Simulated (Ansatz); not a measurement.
BBrH$_{4}$O$_{2}$Si (`OB(Br)O[SiH3]`) at its PBE0-D4/def2-TZVP geometry, where that method's forces vanish. Charge 0, multiplicity 1.

```xyz
9

O    -2.0783   -1.2275    0.2276
B    -0.7996   -0.8050    0.2461
Br    0.5835   -1.9537    1.0288
O    -0.4724    0.3881   -0.2646
Si    0.9469    1.2317   -0.4234
H    -2.2011   -2.0951    0.6187
H     1.8992    0.4639   -1.2605
H     0.5899    2.5057   -1.0862
H     1.5319    1.4918    0.9135
```

Problem. What forces (eV/Å) does ωB97M-V/def2-TZVPP give on these atoms in Ansatz 0.2.0? (An estimate is asked.)

Solution. Ansatz gave: 
```
O1  -0.142 -0.114  0.030
B2   0.047 -0.054  0.034
Br3  0.037 -0.018  0.015
O4  -0.020  0.093 -0.047
Si5  0.218  0.162 -0.040
H6  -0.004  0.042 -0.020
H7  -0.115  0.086  0.104
H8   0.050 -0.158  0.083
H9  -0.071 -0.038 -0.158
```
